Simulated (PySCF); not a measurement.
Bonds: Al1-Cl2 2.086 Å, Al1-Cl3 2.087 Å, Al1-C4 1.887 Å, C4-C5 1.220 Å. C5 carries H6.

Level of theory: structure optimised with PBE0-D3(BJ)/def2-SVP, GIAO B3LYP/pcSseg-1 (pcSseg-2 on Al) shieldings, in PySCF 2.14.0 with density-fitted response routines (one averaged value for each set of equivalent atoms, single conformer, non-relativistic Hamiltonian, gas phase).

Chemical shifts δ = σref − σ; TMS for ¹³C (179.24 ppm) and ¹H (31.38 ppm); ²⁷Al (571.15 ppm) against [Al(H2O)6]3+; ³⁵Cl (930.46 ppm) vs HCl, all at this level.

```tsv
atoms	nucleus	count	δ (ppm)
H6	¹H	1	2.10
C4	¹³C	1	?
Al1	²⁷Al	1	170.4
Cl2/Cl3	³⁵Cl	2	36
C5	¹³C	1	?
```

Problem. Fill in the missing shifts.

Solution. 
- C5: 104.1 ppm, carbon bonded to C, H
- C4: 85.9 ppm, carbon bonded to C, Al

Shifts are as computed, not scaled to solution data. Of 1211 compounds with measured shifts, 218 miss one by over three times the rms of a fit or turn the order of signals round; such compounds aren't used in these exercises.
